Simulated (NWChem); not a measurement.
Species: GaH₃; SMILES [GaH3]

Computed with NWChem. Geometry: optimised at PBE-D3(BJ)/def2-SVP. Static field.

For level BHandHLYP/aug-cc-pVDZ:

| Quantity | Value |
|---|---|
| isotropic polarisability (bohr³) | 32.6 |
| anisotropy (bohr³) | 10.5 |

Q: Estimate the same quantities for level PBE/aug-cc-pVDZ.

A: 
| Property | Result |
|---|---|
| isotropic polarisability (bohr³) | 34.9 |
| anisotropy (bohr³) | 12.2 |
